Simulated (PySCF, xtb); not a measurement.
Si(F)2(Cl)(Et) (C2H5ClF2Si), SMILES CC[Si](F)(F)Cl. Other conformers were not sampled.

Harmonic wavenumbers (cm⁻¹) from GFN2-xTB run with xtb 6.7.1 at its own minimum, in rising order: 38, 107, 138, 167, 214, 242, 256, 337, 507, 718, 745, 846, 858, 992, 1029, 1072, 1231, 1297, 1421, 1465, 1504, 1506, 2969, 2986, 3035, 3041, 3047.

Problem. What does r2SCAN-D4/def2-SVP (PySCF) give at its own minimum? (Estimate from the structure and the level; the computed values follow.)

Solution. 56, 123, 160, 215, 247, 298, 302, 374, 528, 688, 734, 893, 947, 969, 986, 1044, 1242, 1266, 1389, 1416, 1478, 1479, 3036, 3040, 3093, 3138, 3138. Paired by order, the mean absolute difference is 41 cm⁻¹ and the zero-point energies are 45.4 and 46.1 kcal/mol.
